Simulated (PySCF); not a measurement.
Species: C7H5FO.
SMILES: `O=C(F)C1=CC=CC=C1`

A linear-response calculation (PySCF, def2-SVPD basis, gas phase, vertical, core orbitals frozen in the response) gave these numbers; the functional is withheld.

Orbital energies (eV): HOMO-3 -10.17, HOMO-2 -8.77, HOMO-1 -7.88, HOMO -7.78, LUMO -2.21, LUMO+1 -1.08, LUMO+2 0.27.

```tsv
state	E (eV)	f	main configurations (H = HOMO, L = LUMO)
S1	4.83	0.023	H→L (80%), H-1→L+1 (15%)
S2	5.13	0.0001	H-2→L (96%)
S3	5.39	0.225	H-1→L (84%), H→L+1 (9%)
S4	6.44	0.171	H-1→L+1 (68%), H→L+3 (12%), H→L (12%)
S5	6.70	0.531	H→L+1 (79%)
S6	6.73	0.0001	H-3→L (96%)
```

Triplets, Tamm–Dancoff:

| state | E (eV) | λ (nm) | main configurations (H = HOMO, L = LUMO) |
| --- | --- | --- | --- |
| T1 | 3.75 | 330.5 | H-1→L (75%), H→L (11%), H→L+1 (10%) |
| T2 | 4.06 | 305.4 | H→L (85%), H-1→L (11%) |
| T3 | 4.59 | 270.2 | H→L+1 (84%), H-1→L (10%) |
| T4 | 4.71 | 263.2 | H-2→L (93%) |

Vertical ionisation energy by ΔSCF with the same functional: 9.89 eV. Mean static polarisability: 84.2 au.

Question: Which of these was used?
A. PBE
B. wB97X-D
C. HF
D. B3LYP

Answer: D. B3LYP is a global hybrid with 20% exact exchange. In this run −ε(HOMO) = 7.78 eV differs from the ΔSCF value by -2.11 eV, and S1 differs from the orbital gap of 5.57 eV by -0.74 eV. The ratio −ε(HOMO)/IP is 0.79. Usual ranges for neutral molecules in this basis: 0.67 to 0.83 with B3LYP, 0.5 to 0.7 with PBE, 0.89 to 0.99 with wB97X-D; Hartree–Fock can't fall below 1, since the ion's relaxation only lowers the ΔSCF value. The other options: PBE, a GGA without exact exchange; HF, time-dependent Hartree–Fock, 100% exact exchange; wB97X-D, range-separated, 22% exact exchange at short range and 100% at long range (ω = 0.2 bohr⁻¹).

Method: TDDFT B3LYP/def2-SVPD, vertical, gas phase, core orbitals frozen in the response (PySCF 2.14.0, density-fitted response routines). The structure is a single PBE0-D3(BJ)/def2-SVP conformer in the gas phase; no vibrational or solvent corrections.

Time: 4.3 min. Hardware: Arm Neoverse V2, one thread, on a shared host.

Conformer computed: `[O:1]=[C:2]([F:3])[c:4]1[cH:5][cH:6][cH:7][cH:8][cH:9]1`: O1–C2–C4–C5 180°.
